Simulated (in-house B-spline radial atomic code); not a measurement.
Whole-atom quantities along the 41-electron series, configuration [Kr] 4d5. Computed with a radial B-spline atomic code at the basis-set limit: non-relativistic Hartree-Fock, average of the configuration, point nuclei.

This level leaves out relativity, spin-orbit splitting included, which matters for heavy ions.

```csv
ion,Z,E/Z² (Eh),Σ<r²> (bohr²),n(0)/Z³ (bohr⁻³),Lamb diamagnetic shielding (ppm),repulsion over attraction
Mo+,42,-2.2535,38.476,0.69711,3998.23,0.15961
Tc2+,43,?,?,?,?,?
Ru3+,44,-2.2932,26.399,0.69889,4244.55,0.15609
Rh4+,45,-2.3122,23.001,0.69974,4367.03,0.15417
Pd5+,46,-2.3306,20.375,0.70057,4489.25,0.15219
Ag6+,47,-2.3486,18.262,0.70137,4611.28,0.1502
Cd7+,48,-2.366,16.516,0.70216,4733.16,0.1482
In8+,49,-2.3829,15.045,0.70291,4854.92,0.14621
Sn9+,50,-2.3993,13.786,0.70365,4976.59,0.14423
Sb10+,51,-2.4152,12.696,0.70437,5098.18,0.14227
Te11+,52,-2.4307,11.743,0.70506,5219.7,0.14033
I12+,53,?,?,?,?,?
Xe13+,54,-2.4604,10.157,0.70639,5462.56,0.13655
Cs14+,55,-2.4746,9.4911,0.70703,5583.93,0.13471
Ba15+,56,-2.4884,8.8928,0.70765,5705.26,0.1329
La16+,57,-2.5018,8.3529,0.70825,5826.55,0.13112
Ce17+,58,-2.5149,7.8635,0.70884,5947.82,0.12938
Pr18+,59,?,?,?,?,?
Nd19+,60,-2.54,7.0116,0.70997,6190.27,0.126
```

(1) Fill in the row of Tc2+.

(2) Fill in the row of I12+.

(3) Fill in the row of Pr18+.

(4) With what power of Z does the column «Σ<r²> (bohr²)» change over this range?

Results:

(1) E/Z² (Eh): -2.2736; Σ<r²> (bohr²): 31.095; n(0)/Z³ (bohr⁻³): 0.69801; Lamb diamagnetic shielding (ppm): 4121.7; repulsion over attraction: 0.15793.

(2) E/Z² (Eh): -2.4457; Σ<r²> (bohr²): 10.903; n(0)/Z³ (bohr⁻³): 0.70574; Lamb diamagnetic shielding (ppm): 5341.16; repulsion over attraction: 0.13843.

(3) E/Z² (Eh): -2.5276; Σ<r²> (bohr²): 7.4182; n(0)/Z³ (bohr⁻³): 0.70941; Lamb diamagnetic shielding (ppm): 6069.06; repulsion over attraction: 0.12768.

(4) A fit of the logarithm of its size against log Z from Z = 42 to 60 has slope -4.50. Unscreened non-relativistic hydrogenic orbitals would give -2.
